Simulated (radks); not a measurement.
Calculated with a radial shooting solver on a logarithmic mesh with Libxc functionals: scalar-relativistic Kohn-Sham, PBE, spin-polarised, spherical densities, point nucleus; open shells are filled with parallel spins first. Each species is in its NIST ground configuration. Rank Cr3+, Co3+, V3+, Sc3+, Ni3+, Cu3+, Zn3+, Mn3+, Fe3+, Ti3+ by radius at which the density is 0.001 e/bohr^3 (bohr), largest first.

Answer. V3+ 2.79, Ti3+ 2.78, Cr3+ 2.77, Mn3+ 2.75, Sc3+ 2.73, Fe3+ 2.71, Co3+ 2.70, Ni3+ 2.68, Cu3+ 2.65, Zn3+ 2.62.
